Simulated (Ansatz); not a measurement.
**Which is lower?**

The two ends of one reaction step of GaH$_{5}$SO$_{2}$, closed shell (PBE0-D4/def2-TZVP).

A:

```xyz
9
angstrom
Ga -1.0061 -0.8095 -0.1805
S 1.4969 -1.0602 0.4257
H -0.8873 -1.2347 -1.6779
H -1.7887 -1.4873 0.9880
H 1.5114 0.1971 -0.0934
O -0.8658 1.0142 0.1611
O 0.1455 1.5200 -0.7358
H 1.3237 -0.6045 1.6777
H 0.0705 2.4648 -0.5647
```

B:

Ga1  (-0.581, -1.096, -0.088)
S2  (1.539, -1.556, 0.546)
H3  (-0.807, -1.253, -1.623)
H4  (-1.663, -1.098, 1.039)
H5  (0.998, 0.877, -0.033)
O6  (0.034, 1.029, 0.011)
O7  (-0.248, 1.887, -1.089)
H8  (1.302, -1.461, 1.864)
H9  (-0.574, 2.671, -0.627)
(Å)

Ansatz 0.2.0; basis: def2-TZVPP; cores frozen in the correlated methods. Filled d shells of the heavier atoms are correlated. The def2 sets are not built for correlating such inner shells, so the correlated values are less sure here. B3LYP uses VWN-RPA correlation.

Q: Which structure is lower at CCSD(T), and by how much? (An estimate is asked for; the value comes from the calculation.)

A: The calculation gives: B, by 0.360 eV (electronic energy, against the other). By their contacts, A is GaH₅SO₂ ([OH][O][GaH2][SH2]) and B is GaH₅SO₂ ([OH][OH][GaH2][SH]).

All methods give the same order:

| method | E(B) − E(A) (eV) |
| --- | --- |
| SPW92 | -0.300 |
| PBE-D4 | -0.337 |
| BLYP-D4 | -0.263 |
| r2SCAN-D4 | -0.334 |
| B97M-V | -0.356 |
| PBE0-D4 | -0.407 |
| B3LYP-D4 | -0.325 |
| r2SCAN0-D4 | -0.398 |
| BHLYP-D4 | -0.385 |
| CAM-B3LYP-D4 | -0.321 |
| wB97X-V | -0.350 |
| wB97M-V | -0.384 |
| B2PLYP | -0.343 |
| PBE-QIDH | -0.414 |
| RPA on PBE | -0.306 |
| HF | -0.501 |
| MP2 | -0.367 |
| CCSD | -0.385 |
| CCSD(T) | -0.360 |

No T1 diagnostic of these runs exceeds 0.015.

Labels in which every atom is bracketed show which atoms are joined, not bond orders.

For scale, one of the runs: CCSD(T)/def2-TZVPP, 222 basis functions, launched by `ansatz run in.yaml --threads 4 --pin off --events-out ev --progress --plain --max-ram 9574MiB`. Hardware: 4 CPU threads of an Arm Neoverse V2, shared host. Wall time 110 s; peak host memory 3.5 GiB.
